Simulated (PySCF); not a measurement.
**Correlation energy of Cl⁺ (chlorine, charge +1)**

[Ne] 3s2 3p4, high-spin 3P determinant. Calculation: PySCF 2.14, in jorge-DZP-DKH (7s4p1d, 24 functions); scalar relativity by spin-free X2C-1e. Frozen: [Ne]; 6 electrons correlated.

MP2 pair energies summed by pair of shells (mhartree):

```tsv
pair	energy	share (%)
3p-3p	-45.00	48.5
3s-3p	-40.23	43.3
3s-3s	-7.62	8.2
```

Total MP2 correlation energy: -92.85 mhartree.

Same-spin part -22.93 and opposite-spin part -69.92 mhartree; SCS-MP2 scales them by 1/3 and 6/5 to -91.55 mhartree.

```tsv
level	correlation energy (mhartree)
CCSD	-111.81
(T)	-1.18
CCSD(T)	-112.99
```

Diagnostics: T1 = 0.0062, D1 = 0.0208, largest double amplitude 0.052.

Cost of the coupled-cluster step: 0.11 s of wall time on 1 thread of Neoverse-V2 (shared host), for 6 correlated electrons.

Iterations:

```
CC2 = 0
CCSD nocc = (np.int64(4), np.int64(2)), nmo = (19, 19)
frozen orbitals [[0, 1, 2, 3, 4], [0, 1, 2, 3, 4]]
max_cycle = 100
direct = 0
conv_tol = 1e-08
conv_tol_normt = 1e-06
diis_space = 8
diis_start_cycle = 0
Init t2, MP2 energy = -0.0928516717669845
Init E_corr(UCCSD) = -0.0928516717746628
cycle = 1  E_corr(UCCSD) = -0.107595240184043  dE = -0.0147435684  norm(t1,t2) = 0.0351259
cycle = 2  E_corr(UCCSD) = -0.110561010784154  dE = -0.0029657706  norm(t1,t2) = 0.0109806
cycle = 3  E_corr(UCCSD) = -0.11183219442742  dE = -0.00127118364  norm(t1,t2) = 0.0041071
cycle = 4  E_corr(UCCSD) = -0.111806834645259  dE = 2.53597822e-05  norm(t1,t2) = 0.00041505
cycle = 5  E_corr(UCCSD) = -0.111811240898109  dE = -4.40625285e-06  norm(t1,t2) = 0.000101194
cycle = 6  E_corr(UCCSD) = -0.111810592488196  dE = 6.48409914e-07  norm(t1,t2) = 2.21166e-05
cycle = 7  E_corr(UCCSD) = -0.111810762501001  dE = -1.70012806e-07  norm(t1,t2) = 3.68071e-06
cycle = 8  E_corr(UCCSD) = -0.111810703875548  dE = 5.86254529e-08  norm(t1,t2) = 4.65937e-07
cycle = 9  E_corr(UCCSD) = -0.111810711431347  dE = -7.55579847e-09  norm(t1,t2) = 7.66476e-08
UCCSD converged
E(UCCSD) = -460.5628911934865  E_corr = -0.1118107114313467
UCCSD(T) correction = -0.00118272065294165
```
